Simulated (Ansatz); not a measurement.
An input meant for ReO3⁺ (charge 1, singlet; atoms displaced at random, 0.15 Å in each coordinate; with a point charge).

```yaml
crystal:
  periodic: [false, false, false]
  atoms:
    - {symbol: Re, position_ang: [-0.213778, 0.369722, 0.476434]}
    - {symbol: O, position_ang: [-1.085736, 1.361853, -0.300772]}
    - {symbol: O, position_ang: [0.313175, -1.021872, -0.092917]}
    - {symbol: O, position_ang: [1.375598, -0.524007, -0.074865]}
basis:
  gaussian: {orbitals: def2-TZVP, final_grid: {core_spheres: 20, valence_spheres: 16, degree: 47}, point_charges: [{charge: 2.00, position_ang: [4.206, -0.125, -0.688]}]}
total_charge: 1
magnetization: {spin_polarized: true, initial_magnetization: 8}
hamiltonian: {xc: {name: r2SCAN}}
```

```sh
$ ansatz run in.yaml --threads 4 --pin off --events-out ev --progress --plain --max-ram 3916MiB
```

Shortened log:

```
Functional definition: r2SCAN
795 factors; their error is unknown
mean field evaluation 1: about -8214.8374 eV, gradient 7.1e1 eV
mean field evaluation 2: about -8002.0439 eV, gradient 2.1e2 eV
mean field evaluation 4: about -8226.4001 eV, gradient 4.3e1 eV
mean field evaluation 8: about -8234.6344 eV, gradient 2.8e0 eV
mean field evaluation 16: about -8234.6937 eV, gradient 2.2e-1 eV
mean field evaluation 32: about -8234.6858 eV, gradient 1.1e-3 eV
mean field evaluation 64: about -8234.6397 eV, gradient 2.5e0 eV
mean field -8234.68582042 eV, -302.6191222297 hartree, gradient 1.1e-5 eV, S^2 20.012715; 10 other end points of the search recorded, 0 dependent functions left out
reference -8234.68583638 eV, -302.6191228163 hartree; 23, 15 occupied and 110, 118 virtual orbitals, 795 factors
Total energy: -8234.68583638 eV, -302.6191228163 hartree
```

Task: Something in this input is off. What?

Result: The spin is set far too high (8 unpaired electrons typed, 0 in the singlet as meant). Self-consistency was reached. The result belongs to that input, not to the species as meant.
